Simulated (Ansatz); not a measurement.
Relative stability

The two ends of one reaction step of Si$_{2}$H$_{6}$Cl$_{2}$O, closed shell (PBE0-D4/def2-TZVP).

A:

```xyz
11
angstrom
Si -0.5144 -1.8351 -0.6959
H 0.8285 -2.2455 -0.2534
Cl -0.3472 -0.4602 -2.2045
Cl -1.4294 -3.5072 -1.4544
H -1.3875 -1.3007 0.3608
H 1.7671 0.2376 0.9228
O 0.8153 0.3313 0.8614
Si 0.2132 1.8615 0.6567
H 0.7819 2.5138 -0.5512
H -1.2503 1.6955 0.5182
H 0.5228 2.7091 1.8396
```

B:

Si1  (-1.274, -0.900, -0.784)
H2  (2.356, -1.121, -0.143)
Cl3  (0.003, -1.141, -2.357)
Cl4  (-0.971, -2.426, 0.533)
H5  (-2.656, -0.955, -1.276)
H6  (2.543, -0.982, 0.566)
O7  (-1.006, 0.512, -0.067)
Si8  (0.032, 1.527, 0.712)
H9  (1.154, 1.879, -0.192)
H10  (-0.734, 2.741, 1.075)
H11  (0.553, 0.865, 1.933)
(Å)

Program: Ansatz 0.2.0. Basis: def2-TZVPP. Cores are frozen in the correlated methods. B3LYP uses VWN-RPA correlation.

Problem. Which structure is lower at CCSD(T), and by how much? (An estimate is asked for; the value comes from the calculation.)

Solution. Computed: B, by 97.0 kJ/mol (electronic energy, against the other). By their contacts, A is a complex of SiH₂Cl₂ ([Cl][SiH2][Cl]) + SiH₄O ([OH][SiH3]) and B is a complex of Si₂H₄Cl₂O ([SiH3][O][SiH]([Cl])[Cl]) + H₂.

All methods give the same order:

| method | E(B) − E(A) (kJ/mol) |
| --- | --- |
| SPW92 | -84.7 |
| PBE-D4 | -88.8 |
| BLYP-D4 | -97.7 |
| r2SCAN-D4 | -99.4 |
| B97M-V | -98.4 |
| PBE0-D4 | -90.9 |
| B3LYP-D4 | -98.5 |
| r2SCAN0-D4 | -98.7 |
| BHLYP-D4 | -101.2 |
| CAM-B3LYP-D4 | -98.6 |
| wB97X-V | -94.9 |
| wB97M-V | -95.7 |
| B2PLYP | -98.1 |
| PBE-QIDH | -95.8 |
| RPA on PBE | -94.2 |
| HF | -100.3 |
| MP2 | -103.1 |
| CCSD | -96.1 |
| CCSD(T) | -97.0 |

The T1 diagnostic stays at or below 0.010.

Labels in which every atom is bracketed show which atoms are joined, not bond orders.

For scale, one of the runs: CCSD(T)/def2-TZVPP, 283 basis functions (an equivalent command: `ansatz run in.yaml --threads 8`). Time: 2.7 min of wall clock on 8 CPU threads; the host was shared. Peak host memory: 7.5 GiB.
